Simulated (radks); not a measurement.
Tl4+, 77 electrons, occupied as [Kr] 4d10 4f14 5p6 5d9 6d2 (not the ground configuration).

Method: Dirac Kohn-Sham, SOGGA, spin-unpolarised, spherical densities, finite nucleus; open shells fill j = l - 1/2 first; Fermi nuclear charge, rms radius 5.4759 fm; computed with a radial shooting solver on a logarithmic mesh with Libxc functionals.

Energy parts (eV):
total: -551343.77
kinetic: 638164.19
electron-nucleus: -1387433.63
Hartree: 208068.74
exchange-correlation: -10143.08

Orbitals (lengths in bohr, moments of r in powers of bohr; <r^-3> diverges for s and p1/2; r(max) is where P^2 peaks; r(90%) holds 90 % of the orbital's charge):
orbital  occ.  eigenvalue (eV)   r(max)  <r^-3>  r(90%)      <r^2>
1s1/2       2        -85479.61  0.01004       -  0.0299  0.0003693
2s1/2       2        -15268.83  0.05838       -   0.107   0.005552
2p1/2       2        -14666.85  0.04279       -  0.0934   0.003912
2p3/2       4        -12602.32  0.05040   22390   0.105   0.005096
3s1/2       2        -3699.786   0.1643       -   0.261    0.03601
3p1/2       2        -3426.757   0.1531       -   0.252    0.03274
3p3/2       4        -2967.808   0.1685    5259   0.275    0.03910
3d3/2       4        -2514.613   0.1309   921.8   0.248    0.02987
3d5/2       6        -2416.554   0.1351   756.5   0.254    0.03160
4s1/2       2        -882.0667   0.3695       -   0.562     0.1732
4p1/2       2        -764.1694   0.3672       -   0.571     0.1759
4p3/2       4        -652.4091   0.3985    1286   0.619     0.2075
4d3/2       4        -459.2920   0.3902   203.9   0.645     0.2164
4d5/2       6        -438.4052   0.3998   163.5   0.661     0.2274
4f5/2       6        -188.8322   0.3552   35.52   0.733     0.2549
4f7/2       8        -184.1909   0.3597   33.70   0.743     0.2617
5p1/2       2        -157.9995   0.8411       -    1.32     0.9469
5p3/2       4        -136.2293   0.9146   249.0    1.43      1.123
5d3/2       4         -78.0057    1.045   29.03    1.76      1.625
5d5/2       5         -75.0800    1.072   23.06    1.80      1.711
6d3/2       2         -26.9933    2.822   4.570    4.28      10.18
6d5/2       0         -26.5276    2.876   3.727    4.35      10.53

The highest occupied level is 6d3/2 at -26.993 eV. The electron density at the nucleus is 2.515e+06 e/bohr^3. The density falls to 0.001 e/bohr^3 at r = 4.43 bohr.
